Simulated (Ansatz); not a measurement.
C₆H₇NO, SMILES `Nc1cccc(O)c1` from Hartree–Fock to CCSD(T)

```xyz
15

N    -1.191    0.354   -2.164
C    -0.600    0.209   -0.921
C    -1.240    0.682    0.228
C    -0.663    0.480    1.467
C     0.546   -0.187    1.601
C     1.178   -0.655    0.454
O     2.364   -1.315    0.501
C     0.614   -0.461   -0.796
H    -0.568    0.305   -2.952
H    -1.856    1.105   -2.241
H    -2.188    1.200    0.143
H    -1.165    0.851    2.354
H     0.992   -0.341    2.578
H     2.645   -1.384    1.417
H     1.132   -0.844   -1.669
```

Charge 0, multiplicity 1. Geometry: relaxed with PBE0-D4/def2-TZVP. It is one conformer, not always the lowest. Frozen core, restricted reference, Ansatz 0.2.0. CBS rows extrapolate triple and quadruple zeta; past MP2 they add the triple-zeta difference.

| basis | HF (Eh) | MP2 corr. |
| --- | --- | --- |
| def2-SVP | -360.32879 | -1.12826 |
| def2-TZVPP | -360.73819 | -1.38980 |
| def2-QZVPP | -360.75393 | -1.48449 |

(1) Estimate the CCSD correlation energy and the (T) correction in each basis where they were run (hartree).

## Answers

(1) 
| basis | CCSD corr. | (T) |
| --- | --- | --- |
| def2-SVP | -1.17292 | -0.04579 |
| def2-TZVPP | -1.41358 | -0.07005 |
| CBS(def2) | -1.57841 | as TZ |
